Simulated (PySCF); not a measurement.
**C₆ coefficients of unlike pairs at MN15**

Calculated with PySCF 2.14 from the dipole response of each species, C₆(A,B) = (3/π) ∫ α_A(iu) α_B(iu) du, in atomic units, from isotropic polarisabilities. For ions this is the dispersion term alone; charge-induced terms of lower order in 1/R come first.

```
species       configuration                                                                        basis      relativity  α (bohr³)  C₆ (like pair)
    Mg⁺       [Ne] 3s1 (2S)  aug-cc-pVTZ with one added diffuse shell each of s, p, d, f type (7s6p4d3f)            none      33.91           143.1
   Au³⁺  [Xe] 4f14 5d8 (3F)                                  aug-cc-pwCVTZ-PP with ECP60MDF (8s8p7d4f3g)  core potential      6.191           35.28
    N³⁺       [He] 2s2 (1S)  aug-cc-pVTZ with one added diffuse shell each of s, p, d, f type (6s5p4d3f)            none      2.129           2.016
```

Problem. Estimate C₆ for Au³⁺ with Mg⁺.

Solution. The integral gives 46.91. The combination rule 2 C_A C_B / (C_A α_B/α_A + C_B α_A/α_B) gives 46.03 and the geometric mean 71.05.

No spin-orbit coupling is included.

The other pairs:

```tsv
pair	C₆
N³⁺, Au³⁺	7.963
N³⁺, Mg⁺	14.13
```
